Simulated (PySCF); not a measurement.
**How methods differ on the excitation energy of Si**

Si [Ne] 3s2 3p2 (3P) → Si [Ne] 3s2 3p1 3d1 (high-spin determinant), as a difference of total energies. Calculation: PySCF 2.14, in x2c-QZVPPall with one added diffuse shell each of s, p, d, f type (10s7p5d3f1g, 86 functions); scalar relativity by spin-free X2C-1e. Correlated levels: valence: [Ne] frozen; valence and next inner shell: 1s2 frozen. The calculations carry no spin-orbit coupling.

```tsv
method	excitation energy (eV)
UHF	6.520
LDA	6.170
PBE	6.093
PBE0	6.304
r2SCAN	6.452
B97-3	6.254
BP86	6.054
M06-2X	6.331
M06-L	6.327
MP2 (valence)	6.633
SCS-MP2 (valence)	6.600
MP2 (valence and next inner shell)	6.620
SCS-MP2 (valence and next inner shell)	6.590
```

Problem. How much does correlation contribute at MP2 (valence and next inner shell)?

Solution. 6.620 − (6.520) = 0.100 eV, measured against UHF.

The promoted electron is Rydberg-like, and one or two diffuse shells describe it only roughly, which tends to raise the upper state.

The determinant of the upper state mixes LS terms, which raises its energy above the lowest term, most at the Hartree-Fock and MP2 levels.
